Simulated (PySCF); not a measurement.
HAl, charge +1, doublet, at a GFN2-xTB geometry (such geometries of metal compounds can be far from the true shape) (a state made from the parent by changing its charge; the spin is typed, not shown lowest); HF/6-31G** (PySCF).

PySCF was given this input:
```python
from pyscf import gto, scf

mol = gto.Mole()
mol.atom = '''
    Al   -0.00000000   -0.00000000   -0.11188066
    H     0.00000000    0.00000000    1.45444859
'''
mol.basis = '6-31g**'
mol.charge = 1
mol.spin = 1
mol.verbose = 4
mol.build()

mf = scf.UHF(mol)
mf.kernel()
mo_i, mo_e, stable_i, stable_e = mf.stability(internal=True, external=True, return_status=True, nroots=6, tol=1e-6)
print('internally stable:', stable_i, ' externally stable:', stable_e)
if not stable_i:
    umf = mf.copy()
    umf.scf_summary = {}
    umf.kernel(umf.make_rdm1(mo_i, mf.mo_occ))
```

What the program printed (banner, timings and long lists left out):

```
PySCF version 2.14.0

[INPUT] verbose = 4
[INPUT] num. atoms = 2
[INPUT] num. electrons = 13
[INPUT] charge = 1
[INPUT] spin (= nelec alpha-beta = 2S) = 1
[INPUT] symmetry False subgroup None
[INPUT] Mole.unit = angstrom
[INPUT] Symbol           X                Y                Z      unit          X                Y                Z       unit  Magmom
[INPUT]  1 Al     0.000000000000   0.000000000000  -0.111880660000 AA    0.000000000000   0.000000000000  -0.211423806036 Bohr   0.0
[INPUT]  2 H      0.000000000000   0.000000000000   1.454448590000 AA    0.000000000000   0.000000000000   2.748509497360 Bohr   0.0

nuclear repulsion = 4.39199085502617
number of shells = 11
number of NR pGTOs = 58
number of NR cGTOs = 23
basis = 6-31g**
ecp = {}

******** <class 'pyscf.scf.uhf.UHF'> ********
method = UHF
initial guess = minao
damping factor = 0
level_shift factor = 0
DIIS = <class 'pyscf.scf.diis.CDIIS'>
diis_start_cycle = 1
diis_space = 8
diis_damp = 0
SCF conv_tol = 1e-09
SCF conv_tol_grad = None
SCF max_cycles = 50
direct_scf = True
direct_scf_tol = 1e-13
number electrons alpha = 7  beta = 6
Set gradient conv threshold to 3.16228e-05
init E= -242.226918355914

cycle= 1 E= -242.140804623749  delta_E= 0.0861  |g|= 0.129  |ddm|= 0.747
cycle= 2 E= -242.168226545371  delta_E= -0.0274  |g|= 0.0447  |ddm|= 0.382
cycle= 3 E= -242.172696403063  delta_E= -0.00447  |g|= 0.0142  |ddm|= 0.169
cycle= 4 E= -242.173313676917  delta_E= -0.000617  |g|= 0.00517  |ddm|= 0.0595
cycle= 5 E= -242.17341542942  delta_E= -0.000102  |g|= 0.00288  |ddm|= 0.0196
cycle= 6 E= -242.173457358093  delta_E= -4.19e-05  |g|= 0.000738  |ddm|= 0.017
cycle= 7 E= -242.173459645924  delta_E= -2.29e-06  |g|= 0.000168  |ddm|= 0.00459
cycle= 8 E= -242.173459725754  delta_E= -7.98e-08  |g|= 2.68e-05  |ddm|= 0.00106
cycle= 9 E= -242.173459727076  delta_E= -1.32e-09  |g|= 4.88e-06  |ddm|= 9.75e-05
cycle= 10 E= -242.173459727137  delta_E= -6.05e-11  |g|= 9.33e-07  |ddm|= 2.62e-05
Extra cycle  E= -242.173459727138  delta_E= -1.59e-12  |g|= 4.01e-07  |ddm|= 3.63e-06
converged SCF energy = -242.173459727138  <S^2> = 0.77100729  2S+1 = 2.0208981
uhf_internal: lowest eigs of H = [0.24996463 0.24996465 0.29629005 0.46797785 0.46797786 0.69977042]
<class 'pyscf.scf.uhf.UHF'> wavefunction is stable in the internal stability analysis
uhf_real2complex: lowest eigs of H = [0.14950027 0.14950027 0.23070766 0.29244952 0.29244953 0.32821847]
<class 'pyscf.scf.uhf.UHF'> wavefunction is stable in the real -> complex stability analysis
uhf_external: lowest eigs of H = [1.68401011e-08 1.29039635e-01 1.29039641e-01 1.70164746e-01
 2.11305595e-01 2.11305658e-01]
<class 'pyscf.scf.uhf.UHF'> wavefunction is stable in the UHF/UKS -> GHF/GKS stability analysis
internally stable: True  externally stable: True
```
